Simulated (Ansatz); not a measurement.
`N[SiH2][SbH][OH]` + `O[SiH3]` → `N[SiH2]O[SiH3]` + `[OH][SbH2]`  (cleavage of the Si–Sb bond)

Program: Ansatz. Geometries: PBE0-D4/def2-TZVP. ΔE: electronic, gas phase. CBS: MP2 limit from def2 TZ/QZ plus the TZ coupled-cluster correction, frozen cores. Functionals use def2-TZVPP. def2 core potentials past Kr. For Sb outer-core shells are correlated without core-valence functions, which leaves a few kJ/mol of doubt a bond. One conformer a species, not always the lowest.

```csv
species,PBE-D4 energy (Eh)
`N[SiH2][SbH][OH]`,-663.13701
`O[SiH3]`,-366.95854
`N[SiH2]O[SiH3]`,-712.90488
`[OH][SbH2]`,-317.22178
```

Problem. Work out ΔE.

Solution. ΔE = (-712.90488) + (-317.22178) − (-663.13701) − (-366.95854) = -0.03111 Eh = -19.5 kcal/mol. CCSD(T)/CBS gives -23.9 kcal/mol.

Largest T1 diagnostic among the species: 0.014.

In def2-TZVPP, CCSD(T) changes the Hartree–Fock value by +5.5 kcal/mol (the triples alone add +0.9 kcal/mol) and MP2 by +6.0 kcal/mol. From PBE to PBE0 (25 % exact exchange), in def2-TZVPP and without D4, ΔE moves by −1.9 kcal/mol.
